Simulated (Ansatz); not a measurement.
AlGaH$_{4}$, relaxed with RKS PBE0-D4/def2-TZVP in Ansatz from a PBE-D4/def2-SVP geometry. The force threshold is 0.005 eV/Å; the program also tests the step.

The species carries charge 0 and has multiplicity 1. The bonds changed during the relaxation, so this is another structure than the one it started from.

Start:

```xyz
6

Al    0.774   -0.459   -0.507
Ga   -0.982    1.129    0.169
H     0.369   -1.403   -1.730
H     2.236   -0.002   -0.052
H    -0.277   -0.657    0.843
H    -2.120    1.391    1.278
```

| step | energy (eV) | largest force (eV/Å) | largest move (Å) |
| --- | --- | --- | --- |
| 1 | -59029.0038 | 0.199 | 0.000 |
| 2 | -59029.0103 | 0.034 | 0.017 |
| 3 | -59029.0106 | 0.013 | 0.007 |
| 4 | -59029.0107 | 0.009 | 0.004 |
| 5 | -59029.0107 | 0.003 | 0.003 |

End:

```xyz
6

Al    0.773   -0.449   -0.507
Ga   -0.977    1.118    0.176
H     0.363   -1.389   -1.711
H     2.226   -0.014   -0.057
H    -0.274   -0.641    0.836
H    -2.111    1.376    1.262
```

Run time 9.5 s (2 threads of an Arm Neoverse V1 on a shared host); peak host memory 0.2 GiB.
